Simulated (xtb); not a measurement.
Pt, charge +1, quartet (GFN-xTB shapes and energies of metal compounds can be far from the true ones) (a state made from the parent by changing its charge; the spin is typed, not shown lowest); GFN1-xTB (xtb).

Here is a job for xtb.
```
$ xtb mol.xyz --gfn 1 --chrg 1 --uhf 3 --json

# file mol.xyz
1

Pt     0.00000000     0.00000000     0.00000000
```

It wrote (shortened):

```
   ID    Z sym.   atoms
    1   78 Pt     1

           -------------------------------------------------
          |                Calculation Setup                |
           -------------------------------------------------

           -------------------------------------------------
          |                 G F N 1 - x T B                 |
           -------------------------------------------------

          ...................................................
          :                      SETUP                      :
          :.................................................:
          :  # basis functions                  10          :
          :  # atomic orbitals                   9          :
          :  # shells                            3          :
          :  # electrons                         9          :
          :  # halogen bonds                     0          :
          :  max. iterations                   250          :
          :  Hamiltonian                  GFN1-xTB          :
          :  restarted?                      false          :
          :  GBSA solvation                  false          :
          :  PC potential                    false          :
          :  electronic temp.          300.0000000     K    :
          :  accuracy                    1.0000000          :
          :  -> integral cutoff          0.2500000E+02      :
          :  -> integral neglect         0.1000000E-07      :
          :  -> SCF convergence          0.1000000E-05 Eh   :
          :  -> wf. convergence          0.2000000E-04 e    :
          :  Broyden damping             0.4000000          :
          :  net charge                          1          :
          :  unpaired electrons                  3          :
          ...................................................

 iter      E             dE          RMSdq      gap      omega  full diag
   1     -3.4475670 -0.344757E+01  0.113E+01    3.31       3.3  T
   2     -3.4475670  0.000000E+00  0.905E+00    3.29       3.3  T
   3     -3.4475670  0.000000E+00  0.697E+00    3.27       3.3  T
   4     -3.4475670  0.000000E+00  0.558E+00    3.26       3.3  T
   5     -3.4475670  0.000000E+00  0.446E+00    3.26       3.3  T
   6     -3.4475670  0.000000E+00  0.357E+00    3.25       3.3  T
   7     -3.4475670  0.000000E+00  0.285E+00    3.25       3.2  T
   8     -3.4475670  0.000000E+00  0.228E+00    3.24       3.2  T
[...]
         :: total energy              -3.447566979280 Eh    ::
[...]
         :: dispersion energy          0.000000000000 Eh    ::
         :: halogen bond corr.         0.000000000000 Eh    ::
         :: add. restraining           0.000000000000 Eh    ::
         :: total charge               1.000000000001 e     ::
         :::::::::::::::::::::::::::::::::::::::::::::::::::::

           -------------------------------------------------
          |                Property Printout                |
           -------------------------------------------------

    * Orbital Energies and Occupations

         #    Occupation            Energy/Eh            Energy/eV
      -------------------------------------------------------------
         1        1.6000           -0.9225508             -25.1039
         2        1.6000           -0.9225508             -25.1039
         3        1.6000           -0.9225508             -25.1039
         4        1.6000           -0.9225508             -25.1039
         5        1.6000           -0.9225508             -25.1039
         6        1.0000           -0.7437594             -20.2387 (HOMO)
         7                         -0.6252642             -17.0143 (LUMO)
         8                         -0.6252642             -17.0143
         9                         -0.6252642             -17.0143
      -------------------------------------------------------------
                  HL-Gap            0.1184952 Eh            3.2244 eV
             Fermi-level           -0.8033387 Eh          -21.8600 eV

  Mulliken/CM5 charges         n(s)   n(p)   n(d)
     1Pt    1.00000  1.00000   1.000  0.000  8.000

Wiberg/Mayer (AO) data.
largest (>0.10) Wiberg bond orders for each atom

 ---------------------------------------------------------------------------
     #   Z sym  total        # sym  WBO       # sym  WBO       # sym  WBO
 ---------------------------------------------------------------------------
     1  78 Pt   0.000
 ---------------------------------------------------------------------------

 dipole moment from electron density (au)
     X       Y       Z
   0.0000   0.0000   0.0000  total (Debye):    0.000

           -------------------------------------------------
          | TOTAL ENERGY               -3.447566979280 Eh   |
          | GRADIENT NORM               0.000000000000 Eh/α |
          | HOMO-LUMO GAP               3.224417898224 eV   |
           -------------------------------------------------

normal termination of xtb
```
